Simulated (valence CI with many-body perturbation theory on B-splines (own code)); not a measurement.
**Hyperfine factors and g values of Bi⁶⁸⁺**

Computed by valence CI with perturbative core correlation (CI+MBPT): five valence electrons over a frozen Dirac-Fock core [Ne], radial functions for each j: 11 s, 11 p, 10 d, 8 f, 5 g, 2 h, with the one-electron correlation potential Σ1, the two-electron term Σ2, the three-electron term Σ3, Breit, model QED; selected CI, second order for the rest, scaled by the run's own slope (own B-spline code, finite nucleus).

The last digits are not significant, and no measured levels were compared; by estimate large intervals hold to a few tenths of a per cent, small ones and those within an open d or f shell to about a per cent. Among the levels kept, up to 3300 cm⁻¹ of a level comes from second order outside the variational space, and about a tenth of that is noise between levels of different J, which matters for small intervals.

A/g_I is the dipole constant over the nuclear g factor μ/I (μ in nuclear magnetons, uniformly magnetised nucleus), B/Q the quadrupole constant per barn. Both hold the static response of the core; the bare values leave it out. Large factors of s and p1/2 electrons are usually good to 5 to 10 %; those of open d and f shells near neutrality can be off by tens of per cent, and small factors of p3/2, d and f electrons come from cancelling terms and can be off by a factor of two or in sign, in half-filled shells by more. B is blank for J = 1/2, where it vanishes, and for nearly pure S terms. Energies count from the lowest level.

Levels are named by their leading jj configuration (3d3/2^4 stands for four electrons in 3d with j = 3/2), which in mixed levels can hold well under half, so a name can repeat and another be missing. Letters in brackets count levels of one name in rising energy.

| Level | E (Ry) | g | A/g_I (MHz) | A/g_I bare | B/Q (MHz/b) | B/Q bare |
| --- | --- | --- | --- | --- | --- | --- |
| (3s^2 3p1/2^2 3p3/2) J=3/2 | 0.000 | 1.330 | 314000 | 313000 | 637000 | 630000 |
| (3s^2 3p1/2^2 3d3/2) J=3/2 | 19.580 | 0.776 | 170000 | 175000 | 111000 | 114000 |
| (3s^2 3p1/2^2 3d5/2) J=5/2 | 30.932 | 1.188 | 67900 | 71900 | 102000 | 105000 |
| (3s^2 3p1/2 3p3/2^2) J=3/2 | 44.375 | 1.451 | -298000 | -288000 | 33500 | 33100 |
| (3s^2 3p1/2 3p3/2^2) J=5/2 | 45.347 | 1.182 | 937000 | 925000 | -967 | -945 |
| (3s^2 3p1/2 3p3/2^2) J=1/2 | 46.668 | 0.641 | 3410000 | 3350000 |  |  |
| (3s 3p1/2^2 3p3/2^2) J=5/2 | 59.865 | 1.447 | 2130000 | 2100000 | 95700 | 94400 |
| (3s 3p1/2^2 3p3/2^2) J=3/2 | 62.222 | 1.137 | -1150000 | -1120000 | -48500 | -47700 |
| (3s 3p1/2^2 3p3/2^2) J=1/2 | 62.537 | 1.978 | 8710000 | 8540000 |  |  |
| (3s^2 3p1/2 3p3/2 3d3/2) J=5/2 [a] | 63.690 | 0.955 | 699000 | 692000 | -55200 | -52500 |
| (3s^2 3p1/2 3p3/2 3d3/2) J=1/2 [a] | 64.001 | 0.238 | 1240000 | 1230000 |  |  |
| (3s^2 3p1/2 3p3/2 3d3/2) J=3/2 [a] | 64.066 | 0.901 | 706000 | 700000 | -373000 | -369000 |
| (3s^2 3p1/2 3p3/2 3d3/2) J=7/2 | 64.720 | 1.008 | 694000 | 688000 | 726000 | 721000 |
| (3s^2 3p1/2 3p3/2 3d3/2) J=5/2 [b] | 67.315 | 1.141 | 45900 | 51100 | 673000 | 667000 |
| (3s^2 3p1/2 3p3/2 3d3/2) J=1/2 [b] | 68.306 | 1.656 | 2500000 | 2450000 |  |  |
| (3s^2 3p1/2 3p3/2 3d3/2) J=3/2 [b] | 68.466 | 1.204 | -274000 | -262000 | 30200 | 28200 |
| (3s^2 3p1/2 3p3/2 3d5/2) J=7/2 [a] | 73.886 | 1.298 | -198000 | -190000 | 702000 | 698000 |
| (3s^2 3p1/2 3p3/2 3d5/2) J=9/2 | 74.962 | 1.173 | 521000 | 516000 | 729000 | 725000 |
| (3s^2 3p1/2 3p3/2 3d5/2) J=3/2 [a] | 75.031 | 1.318 | -569000 | -553000 | -243000 | -239000 |
| (3s^2 3p1/2 3p3/2 3d5/2) J=5/2 [a] | 75.319 | 1.105 | 678000 | 671000 | -462000 | -455000 |
| (3s^2 3p1/2 3p3/2 3d5/2) J=5/2 [b] | 76.852 | 1.282 | -193000 | -185000 | 3790 | 5450 |
| (3s^2 3p1/2 3p3/2 3d5/2) J=7/2 [b] | 77.068 | 1.126 | 606000 | 599000 | -33100 | -30000 |
| (3s^2 3p1/2 3p3/2 3d5/2) J=3/2 [b] | 77.812 | 0.932 | 1040000 | 1030000 | 61500 | 61800 |
| (3s^2 3p1/2 3p3/2 3d5/2) J=1/2 | 78.108 | 1.220 | -1080000 | -1060000 |  |  |
| (3s 3p1/2^2 3p3/2 3d3/2) J=5/2 [a] | 79.130 | 1.242 | 1710000 | 1680000 | 199000 | 196000 |
| (3s 3p1/2^2 3p3/2 3d3/2) J=3/2 [a] | 79.298 | 1.228 | 789000 | 781000 | 17400 | 15000 |
| (3s 3p1/2^2 3p3/2 3d3/2) J=1/2 [a] | 79.520 | 2.305 | 5130000 | 5040000 |  |  |
| (3s 3p1/2^2 3p3/2 3d3/2) J=7/2 | 80.078 | 1.220 | 1600000 | 1580000 | 711000 | 706000 |
| (3s 3p1/2^2 3p3/2 3d3/2) J=3/2 [b] | 81.564 | 1.006 | 942000 | 930000 | -321000 | -317000 |
| (3s 3p1/2^2 3p3/2 3d3/2) J=5/2 [b] | 82.320 | 0.854 | -307000 | -295000 | 329000 | 329000 |
| (3s 3p1/2^2 3p3/2 3d3/2) J=1/2 [b] | 82.798 | 0.548 | 1760000 | 1730000 |  |  |
| (3s^2 3p1/2 3d3/2^2) J=5/2 | 84.645 | 0.806 | 423000 | 422000 | 169000 | 169000 |
| (3s^2 3p1/2 3d3/2^2) J=1/2 | 88.245 | 0.633 | 3380000 | 3330000 |  |  |
| (3s^2 3p1/2 3d3/2^2) J=3/2 | 88.579 | 0.798 | -500000 | -483000 | -48500 | -47600 |
| (3s 3p1/2^2 3p3/2 3d5/2) J=9/2 | 89.310 | 1.332 | 1250000 | 1230000 | 725000 | 721000 |
| (3s 3p1/2^2 3p3/2 3d5/2) J=5/2 [a] | 90.790 | 1.362 | 1870000 | 1840000 | -348000 | -343000 |
| (3s^2 3p3/2^3) J=3/2 | 91.202 | 1.299 | 275000 | 275000 | -657000 | -649000 |
| (3s 3p1/2^2 3p3/2 3d5/2) J=7/2 [a] | 91.375 | 1.264 | 828000 | 819000 | 325000 | 324000 |
| (3s 3p1/2^2 3p3/2 3d5/2) J=3/2 [a] | 91.723 | 1.120 | -1040000 | -1010000 | -361000 | -357000 |
| (3s 3p1/2^2 3p3/2 3d5/2) J=7/2 [b] | 92.750 | 1.174 | -199000 | -188000 | 339000 | 339000 |

Question: Take the isotope of mass number 207, with I = 9/2, μ = 4.0729 μN, leaving out the quadrupole term. What is the hyperfine structure of (3s^2 3p1/2 3p3/2^2) J=5/2?

Answer: From the table A = 848000 MHz. Shifts from the centre of gravity in MHz: F = 2: -1.17e+07, F = 3: -9120000, F = 4: -5720000, F = 5: -1480000, F = 6: 3600000, F = 7: 9540000.
